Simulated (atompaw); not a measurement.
**Plane-wave convergence, PAW (atompaw) potential for Ni (Z = 28)**

```json
{"Element": "Ni (Z = 28)", "Generator": "atompaw 4.2.0.5", "Type": "PAW", "Functional": "LDA (PW92)", "Relativity": "scalar-relativistic", "Frozen core": "[Ne]", "Valence charge": "18", "Reference configuration": "3s2 3p6 3d8 4s1.75 4p0 (charge +0.25)", "Partial waves": "3s (bound); 4s (bound); 3p (bound); 4p (bound, empty); 3d (bound); 3d channel at -0.1 Ry", "Local potential": "bessel scheme, radius 1.25 bohr", "Core correction": "smooth core density matched at 1.35 bohr", "Augmentation charge": "sinc compensation charge, radius 1.30 bohr; PAW radius 1.65 bohr; waves and projectors: bloechl"}
```

The pseudo-atom Hamiltonian at the reference potential is diagonalised in spherical Bessel functions j_l(qr) that vanish at 20 bohr, with q² up to the cutoff. All-electron valence levels (Ry): 3s -8.2790, 4s -0.5636, 3p -5.3950, 4p -0.2068, 3d -0.8283.

Q: How do the lowest levels (Ry) of each channel move with the cutoff, and are there ghosts?

A:

| cutoff (Ry) | s #1 | s #2 | p #1 | p #2 | p #3 | d #1 | d #2 | f #1 | f #2 | Σ f·Δε (mRy) |
| --- | --- | --- | --- | --- | --- | --- | --- | --- | --- | --- |
| 8 | -6.9699 | -0.4034 | -3.1176 | -0.1034 | 0.0231 | 0.0103 | 0.0763 | 0.0762 | 0.1968 | 23272.2 |
| 15 | -7.8829 | -0.4985 | -4.6528 | -0.1480 | 0.0127 | -0.0839 | 0.0319 | 0.0762 | 0.1968 | 11314.8 |
| 21 | -8.1665 | -0.5421 | -5.0408 | -0.1660 | 0.0095 | -0.4170 | 0.0224 | 0.0762 | 0.1968 | 5678.4 |
| 35 | -8.2708 | -0.5623 | -5.3486 | -0.1953 | 0.0049 | -0.7442 | 0.0200 | 0.0762 | 0.1968 | 969.8 |
| 45 | -8.2777 | -0.5635 | -5.3842 | -0.2034 | 0.0037 | -0.8055 | 0.0197 | 0.0762 | 0.1968 | 249.8 |
| 60 | -8.2789 | -0.5636 | -5.3935 | -0.2063 | 0.0033 | -0.8257 | 0.0195 | 0.0762 | 0.1968 | 30.5 |
| 80 | -8.2790 | -0.5636 | -5.3949 | -0.2067 | 0.0033 | -0.8280 | 0.0195 | 0.0762 | 0.1968 | 2.9 |
| 110 | -8.2790 | -0.5636 | -5.3950 | -0.2068 | 0.0033 | -0.8283 | 0.0195 | 0.0762 | 0.1968 | 0.1 |
| 400 | -8.2790 | -0.5636 | -5.3950 | -0.2068 | 0.0033 | -0.8283 | 0.0195 | 0.0762 | 0.1968 | 0.0 |

Result: no extra level below or beside the all-electron valence levels (s, p, d, f tested); 10 mRy is reached at 70 Ry and 1 mRy at 90 Ry.
